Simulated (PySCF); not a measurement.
**Stationary points of CuH₂**

Computed with PySCF, PBE0, basis Cu def2-TZVP, H def2-TZVP (no relativity, density fitting).

Relaxations began from a few typed shapes; open shells are unrestricted. The search is not exhaustive: other isomers or separated fragments can lie lower, and high-lying points may rest on an excited occupation.

(1) Which is the lowest minimum found?
A. doublet D∞h: Cu–H 1.531 Å (×2); H–Cu–H 180.0°
B. doublet C2v: Cu–H 1.521 Å (×2); H–Cu–H 120.5°

Answers

(1) B. The others lie at 22.8 (doublet D∞h) kJ/mol above it.

Starts that fell apart ended at -66 kJ/mol on the same scale (coarser grid).

Formally Cu is in oxidation state +2, d9, with 1 unpaired electron. The Mulliken spin on Cu is 0.32, so most of the spin sits on the ligands and the formal count fails. The polar-tensor charge on Cu, 0.42, is far below the formal one.

For the lowest minimum: with open d or f shells other occupations or spin states may lie lower.
